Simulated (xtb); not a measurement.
C6H17N2, charge +1, singlet, geometry from GFN2-xTB; GFN2-xTB (xtb).

Here is a job for xtb.
```
$ xtb mol.xyz --gfn 2 --chrg 1 --json

# file mol.xyz
25

C      2.26536916     0.31431462     0.50585846
N      1.15346862     0.23022134    -0.43032181
C      1.60152577     0.54934793    -1.77779462
C      0.49118207    -1.06462411    -0.37062386
C     -0.51658112    -1.16229881     0.78140589
N     -1.60008823    -0.13377182     0.75007207
C     -1.10619707     1.19859853     1.15036394
C     -2.28362164    -0.05975024    -0.55323935
H      1.92338162     0.10696109     1.51771555
H      2.66999186     1.32352024     0.48216367
H      3.06942945    -0.38897791     0.25791456
H      2.34976669    -0.15828131    -2.15279708
H      0.75183778     0.55390119    -2.45936353
H      2.04139884     1.54406109    -1.77095564
H      1.20858733    -1.88864046    -0.22916079
H     -0.01628321    -1.24652824    -1.31913936
H      0.00046733    -1.06361622     1.73693340
H     -0.98095748    -2.14987700     0.74195894
H     -2.29661180    -0.42863635     1.44317985
H     -0.27808226     1.46439091     0.49064056
H     -0.75027345     1.17603757     2.17792389
H     -1.90475567     1.93289970     1.07205403
H     -2.56887089    -1.05433241    -0.89113852
H     -1.62175220     0.39810170    -1.28424377
H     -3.18099985     0.55034198    -0.46776023
```

Output, abridged:

```
   ID    Z sym.   atoms
    1    6 C      1, 3-5, 7, 8
    2    7 N      2, 6
    3    1 H      9-25

           -------------------------------------------------
          |                Calculation Setup                |
           -------------------------------------------------

           -------------------------------------------------
          |                 G F N 2 - x T B                 |
           -------------------------------------------------

          ...................................................
          :                      SETUP                      :
          :.................................................:
          :  # basis functions                  49          :
          :  # atomic orbitals                  49          :
          :  # shells                           33          :
          :  # electrons                        50          :
          :  max. iterations                   250          :
          :  Hamiltonian                  GFN2-xTB          :
          :  restarted?                      false          :
          :  GBSA solvation                  false          :
          :  PC potential                    false          :
          :  electronic temp.          300.0000000     K    :
          :  accuracy                    1.0000000          :
          :  -> integral cutoff          0.2500000E+02      :
          :  -> integral neglect         0.1000000E-07      :
          :  -> SCF convergence          0.1000000E-05 Eh   :
          :  -> wf. convergence          0.1000000E-03 e    :
          :  Broyden damping             0.4000000          :
          :  net charge                          1          :
          :  unpaired electrons                  0          :
          ...................................................

 iter      E             dE          RMSdq      gap      omega  full diag
   1    -27.1886337 -0.271886E+02  0.293E+00    9.28       0.0  T
   2    -27.3018060 -0.113172E+00  0.203E+00    7.49       1.0  T
   3    -27.3032673 -0.146130E-02  0.124E+00    7.28       1.0  T
   4    -27.3036999 -0.432613E-03  0.122E-01    6.97       1.0  T
   5    -27.3037287 -0.287635E-04  0.568E-02    7.00       1.0  T
   6    -27.3037335 -0.476658E-05  0.149E-02    7.01       1.3  T
   7    -27.3037342 -0.742156E-06  0.512E-03    7.01       3.9  T
   8    -27.3037342 -0.456144E-07  0.466E-04    7.01      42.9  T
[...]
         :: total energy             -26.945542410604 Eh    ::
[...]
     3   6 C    3.977 --     2 N    1.005    13 H    0.981    14 H    0.980
                            12 H    0.977
     4   6 C    3.981 --     2 N    1.011     5 C    1.000    16 H    0.967
                            15 H    0.954
     5   6 C    3.926 --     4 C    1.000    18 H    0.970    17 H    0.964
                             6 N    0.931
     6   7 N    3.782 --     8 C    0.960     7 C    0.953     5 C    0.931
                            19 H    0.919
     7   6 C    3.901 --    21 H    0.977    22 H    0.975     6 N    0.953
                            20 H    0.950
     8   6 C    3.917 --    25 H    0.975    23 H    0.975    24 H    0.971
                             6 N    0.960
     9   1 H    0.998 --     1 C    0.981
    10   1 H    0.996 --     1 C    0.981
    11   1 H    0.999 --     1 C    0.975
    12   1 H    0.999 --     3 C    0.977
    13   1 H    0.998 --     3 C    0.981
    14   1 H    0.996 --     3 C    0.980
    15   1 H    0.996 --     4 C    0.954
    16   1 H    0.996 --     4 C    0.967
    17   1 H    0.991 --     5 C    0.964
    18   1 H    0.992 --     5 C    0.970
    19   1 H    0.949 --     6 N    0.919
    20   1 H    0.981 --     7 C    0.950
    21   1 H    0.990 --     7 C    0.977
    22   1 H    0.990 --     7 C    0.975
    23   1 H    0.990 --     8 C    0.975
    24   1 H    0.986 --     8 C    0.971
    25   1 H    0.989 --     8 C    0.975
 ---------------------------------------------------------------------------

Topologies differ in total number of bonds
Writing topology from bond orders to xtbtopo.mol

molecular dipole:
                 x           y           z       tot (Debye)
 q only:       -2.189      -0.098       0.853
   full:       -2.172      -0.423       0.956       6.126
molecular quadrupole (traceless):
                xx          xy          yy          xz          yz          zz
 q only:        7.474       0.788      -4.602      -3.873       0.021      -2.873
  q+dip:        9.387       0.480      -6.001      -6.124      -0.176      -3.386
   full:        9.195       0.792      -6.098      -5.736      -0.238      -3.096

           -------------------------------------------------
          | TOTAL ENERGY              -26.945542410604 Eh   |
          | GRADIENT NORM               0.000051125819 Eh/α |
          | HOMO-LUMO GAP               7.011150560121 eV   |
           -------------------------------------------------

normal termination of xtb
```
